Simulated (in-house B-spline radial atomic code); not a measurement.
Configurations of Yb VII (Yb6+), with energies counted from [Kr] 4d10 4f12 5s2 5p4. Computed with a B-spline radial code for spherical atoms: scalar-relativistic (X2C) HSE06, spin-polarised, spherical fractional occupations, exact exchange averaged over the configuration, Fermi nucleus of rms radius 5.3108 fm. Shells without spins written out take the highest spin.

Occupations are held fixed; configurations that lie above the ionisation limit could autoionise.

```tsv
configuration	E - E(ref) (eV)	highest orbital	its <r> (bohr)
[Kr] 4d10 4f11 5s2 5p5	-11.624	4f down	0.6612
[Kr] 4d10 4f13 5s2 5p3	14.63	4f down	0.6909
[Kr] 4d10 4f12 5s2 5p3 6p1	58.079	6p up	2.621
[Kr] 4d10 4f12 5s2 5p3 6d1	71.366	6d up	3.234
[Kr] 4d9 4f12 5s2 5p5	169.09	4f down	0.659
[Kr] 4d9 4f12 5s2 5p4 6d1	243.37	6d up	3.205
```

(1) Order these further configurations by energy, lowest first.
A. [Kr] 4d10 4f11 5s2 5p4 6p1
B. [Kr] 4d9 4f12 5s2 5p4 5f1
C. [Kr] 4d9 4f12 5s2 5p4 5d1
D. [Kr] 4d10 4f11 5s2 5p4 6s1
E. [Kr] 4d10 4f12 5s2 5p3 5f1

(2) How far above the reference does [Kr] 4d10 4f11 5s2 5p4 6d1 lie?

(3) Is the reference the lowest configuration at this level of theory?

Results:

(1) D (38.821 eV), A (48.917 eV), E (69.151 eV), C (206.49 eV), B (241.02 eV).

(2) 62.322 eV; its least bound orbital is 6d up with <r> = 3.209 bohr.

(3) No: [Kr] 4d10 4f11 5s2 5p5 lies 11.62 eV lower with this functional.
